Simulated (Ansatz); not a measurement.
CH$_{9}$GaSi$_{2}$ (`[SiH3]C[SiH2][GaH2]`) at its PBE0-D4/def2-TZVP geometry, where that method's forces vanish. Total charge 0; spin multiplicity 1.

```tsv
atom	x (Å)	y (Å)	z (Å)
Si1	0.623	0.556	-1.345
C2	0.661	1.151	0.414
Si3	-0.784	0.266	1.275
Ga4	-0.651	-1.912	0.226
H5	1.839	0.824	-2.156
H6	-0.581	1.033	-2.071
H7	0.499	-0.960	-1.303
H8	0.614	2.240	0.489
H9	1.596	0.817	0.876
H10	-0.603	0.282	2.755
H11	-2.037	1.015	0.974
H12	0.577	-2.826	0.601
H13	-1.753	-2.486	-0.735
```

For each bond, give half the difference of the two atoms' forces along it (eV/Å; positive pushes the atoms apart) under PBE-D4, r2SCAN-D4, B3LYP-D4, ωB97M-V in def2-TZVPP. (Best estimate.)

The calculation gave: 
```json
{"bond": "Si1–C2", "length (Å)": "1.858", "PBE-D4": "0.02", "r2SCAN-D4": "0.02", "B3LYP-D4": "0.16", "ωB97M-V": "0.09"}
{"bond": "Si1–H5", "length (Å)": "1.486", "PBE-D4": "0.08", "r2SCAN-D4": "-0.03", "B3LYP-D4": "-0.15", "ωB97M-V": "-0.16"}
{"bond": "Si1–H6", "length (Å)": "1.484", "PBE-D4": "0.06", "r2SCAN-D4": "-0.02", "B3LYP-D4": "-0.08", "ωB97M-V": "-0.10"}
{"bond": "Si1–H7", "length (Å)": "1.522", "PBE-D4": "0.09", "r2SCAN-D4": "-0.01", "B3LYP-D4": "-0.08", "ωB97M-V": "-0.10"}
{"bond": "C2–Si3", "length (Å)": "1.900", "PBE-D4": "0.04", "r2SCAN-D4": "0.05", "B3LYP-D4": "0.13", "ωB97M-V": "0.07"}
{"bond": "C2–H8", "length (Å)": "1.093", "PBE-D4": "0.10", "r2SCAN-D4": "0.00", "B3LYP-D4": "-0.06", "ωB97M-V": "-0.05"}
{"bond": "C2–H9", "length (Å)": "1.095", "PBE-D4": "0.10", "r2SCAN-D4": "-0.01", "B3LYP-D4": "-0.06", "ωB97M-V": "-0.04"}
{"bond": "Si3–Ga4", "length (Å)": "2.421", "PBE-D4": "-0.07", "r2SCAN-D4": "-0.01", "B3LYP-D4": "0.13", "ωB97M-V": "0.04"}
{"bond": "Si3–H10", "length (Å)": "1.491", "PBE-D4": "0.09", "r2SCAN-D4": "-0.02", "B3LYP-D4": "-0.14", "ωB97M-V": "-0.13"}
{"bond": "Si3–H11", "length (Å)": "1.491", "PBE-D4": "0.08", "r2SCAN-D4": "-0.01", "B3LYP-D4": "-0.11", "ωB97M-V": "-0.10"}
{"bond": "Ga4–H12", "length (Å)": "1.576", "PBE-D4": "0.05", "r2SCAN-D4": "-0.07", "B3LYP-D4": "-0.03", "ωB97M-V": "-0.08"}
{"bond": "Ga4–H13", "length (Å)": "1.571", "PBE-D4": "0.05", "r2SCAN-D4": "-0.07", "B3LYP-D4": "-0.03", "ωB97M-V": "-0.07"}
```

B3LYP here is the variant with VWN-RPA as its local correlation; programs differ in this.

Program: Ansatz 0.2.0.
